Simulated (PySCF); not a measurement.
C10H8.
Structure used (PBE0-D3(BJ)/def2-SVP), in Å, numbered top down from 1:
```xyz
18
C10H8 angstrom
C      5.3378   -0.0198   -0.6526
C      4.1264   -0.0007   -0.5265
C      2.7658    0.0200   -0.3842
C      1.5487    0.0487   -0.2684
C      0.1392    0.0401   -0.0894
C     -0.6592    0.8161   -0.8511
C     -2.1441    0.8583   -0.7202
C     -2.6745   -0.0478    0.3453
C     -1.8934   -0.8191    1.1040
C     -0.4040   -0.8729    0.9839
H      6.4059   -0.0367   -0.7636
H     -0.1987    1.4539   -1.6110
H     -2.6065    0.6111   -1.6960
H     -2.4673    1.9007   -0.5303
H     -3.7586   -0.0640    0.4940
H     -2.3476   -1.4594    1.8666
H      0.0673   -0.6170    1.9508
H     -0.0737   -1.9083    0.7810
```

Computed with PySCF at PBE0/def2-SVPD, non-relativistic, on one gas-phase PBE0-D3(BJ)/def2-SVP geometry that isn't relaxed in the solvent. The solvent is an IEF-PCM continuum (van der Waals radii × 1.2), and excitations are vertical TDDFT with non-equilibrium linear response and a frozen core. Only the electrostatic response of the medium enters.

Gas-phase singlets (H = HOMO, L = LUMO):

```
state  E (eV)  λ (nm)      f  leading configurations
   S1   4.220     294  0.000    H-1→L 73%, H→L+1 22%
   S2   4.324     287  0.188    H→L 76%, H-1→L+1 20%
   S3   4.388     283  0.000    H→L+1 70%, H-1→L 24%
   S4   4.855     255  0.001               H-2→L 88%
   S5   5.775     215  0.145  H→L+2 65%, H-1→L+1 14%
```

Problem. How does the list change in dimethylsulfoxide (ε = 46.83)?

Solution. 
```csv
state,E (eV),λ (nm),f,leading configurations,change by rank (eV)
S1,4.239,293,0.281,"H→L 86%, H-2→L+1 12%",+0.019
S2,4.252,292,0.000,"H→L+1 63%, H-2→L 26%, H-1→L+1 8%",-0.072
S3,4.404,282,0.000,"H-2→L 72%, H→L+1 24%",+0.016
S4,4.706,263,0.013,"H-1→L 85%, H-2→L+1 12%",-0.149
S5,5.508,225,0.000,"H-1→L+1 82%, H→L+1 12%",-0.267
```

Problem. How does the list change in water (ε = 78.36)?

Solution. 
```csv
state,E (eV),λ (nm),f,leading configurations,change by rank (eV)
S1,4.252,292,0.005,"H→L+1 62%, H-2→L 25%, H-1→L+1 8%",+0.032
S2,4.253,291,0.249,"H→L 83%, H-2→L+1 12%",-0.071
S3,4.407,281,0.000,"H-2→L 72%, H→L+1 23%",+0.019
S4,4.707,263,0.012,"H-1→L 84%, H-2→L+1 12%",-0.148
S5,5.505,225,0.000,"H-1→L+1 82%, H→L+1 12%",-0.270
```

Problem. How do the frontier levels move from gas to water?

Solution. 
| orbital | gas (eV) | solvent (eV) | change (eV) |
| --- | --- | --- | --- |
| LUMO+2 | 0.35 | 0.48 | +0.13 |
| LUMO+1 | -0.60 | -0.80 | -0.20 |
| LUMO | -1.40 | -1.50 | -0.10 |
| HOMO | -6.50 | -6.57 | -0.07 |
| HOMO-1 | -7.24 | -7.22 | +0.02 |
| HOMO-2 | -7.28 | -7.47 | -0.19 |
| HOMO-3 | -8.60 | -8.72 | -0.12 |

The HOMO–LUMO gap goes from 5.11 to 5.07 eV. Rows go by rank; for HOMO-2 and HOMO-1 the atom shares or the degeneracy differ between the runs, so the row needn't follow one orbital.

The run took about 70 s of CPU time (one thread, shared machine). This is the whole response run at PBE0/def2-SVPD in water, SCF included.
